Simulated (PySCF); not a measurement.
A survey of 29Si NMR shifts

[PySCF 2.14: GFN2-xTB structure; shieldings: GIAO PBE0/pcSseg-1; non-relativistic; isolated molecule; a single conformation; fast rotation and ring inversion assumed for equivalent nuclei]

Shieldings were converted by a linear fit to measured shifts: 29Si (scatter 8.9 ppm rms, 25.8 ppm with the 6 outliers that the fit left out vs TMS, solution or neat liquid). Occasional misses reach two or three times the rms, and more in compound classes unlike the fitted ones.

Give the 29Si shifts of `C=CC(=O)C(=O)[SiH2][SiH2]P`, `C=CC[SiH2]CO[SiH3]`, `C=CC[SiH2]CO[SiH3]`, `C=C[SiH2][SiH2]COC`.

Answers


```tsv
compound	environment	δ (ppm)
[CH2:1]=[CH:2][C:3](=[O:4])[C:5](=[O:6])[SiH2:7][SiH2:8][PH2:9]	Si7: silicon bonded to C, Si, 2 H	-68.7
[CH2:1]=[CH:2][C:3](=[O:4])[C:5](=[O:6])[SiH2:7][SiH2:8][PH2:9]	Si8: silicon bonded to P, Si, 2 H	-72.1
[CH2:1]=[CH:2][CH2:3][SiH2:4][CH2:5][O:6][SiH3:7]	Si7: silicon bonded to O, 3 H	-34.4
[CH2:1]=[CH:2][CH2:3][SiH2:4][CH2:5][O:6][SiH3:7]	Si4: silicon bonded to 2 C, 2 H	-44.8
[CH2:1]=[CH:2][CH2:3][SiH2:4][CH2:5][O:6][SiH3:7]	Si7: silicon bonded to O, 3 H	-34.4
[CH2:1]=[CH:2][CH2:3][SiH2:4][CH2:5][O:6][SiH3:7]	Si4: silicon bonded to 2 C, 2 H	-44.8
[CH2:1]=[CH:2][SiH2:3][SiH2:4][CH2:5][O:6][CH3:7]	Si4: silicon bonded to C, Si, 2 H	-69.2
[CH2:1]=[CH:2][SiH2:3][SiH2:4][CH2:5][O:6][CH3:7]	Si3: silicon bonded to C, Si, 2 H	-70.6
```
